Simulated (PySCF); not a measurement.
## Correlation energy of Ar²⁺ (argon, charge +2)

[Ne] 3s1 3p5, high-spin 3P determinant (an excited configuration). Computed with PySCF 2.14 in aug-cc-pwCVTZ (8s7p5d3f, 75 functions), with no relativity, point nucleus. Frozen: [Ne]; 6 electrons correlated.

```
  level  correlation energy (mhartree)
   CCSD                        -262.00
    (T)                         -19.35
CCSD(T)                        -281.35
```

Diagnostics: T1 = 0.013, D1 = 0.0255, largest double amplitude 0.190.

A double-excitation amplitude exceeds 0.15, a sign of near-degeneracy.

Cost of the coupled-cluster step: of the order of 15 core-seconds, for 6 correlated electrons.
